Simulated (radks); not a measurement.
Values are calculated unless marked as measured or tabulated.
The nuclear charge of the zirconium ion Zr2+ is varied continuously with 38 electrons held in [Kr] 4d2. Level of theory: Dirac Kohn-Sham, PBE, spin-unpolarised, spherical densities, finite nucleus; open shells fill j = l - 1/2 first; Fermi nuclear charge, rms radius 4.2694 fm (a radial shooting solver on a logarithmic mesh with Libxc functionals). By the Hellmann-Feynman theorem dE/dZ = E(electron-nucleus)/Z, the electronic potential at the nucleus (averaged over a nucleus of fixed radius).

| Z | E (hartree) | E(electron-nucleus)/Z (hartree) | HOMO | e(HOMO) (eV) | <r> HOMO (bohr) |
|---|---|---|---|---|---|
| 39.5 | -3490.79968 | -212.948 | 4d3/2 | -11.729 | 2.227 |
| 40 | -3598.18314 | -216.585 | 4d3/2 | -17.354 | 2.002 |
| 40.5 | -3707.38492 | -220.222 | 4d3/2 | -23.698 | 1.837 |
| 41 | -3818.40523 | -223.860 | 4d3/2 | -30.689 | 1.707 |

The central difference of E at Z = 40 is -216.585 hartree, to compare with the third column; the second derivative is -7.27 hartree.
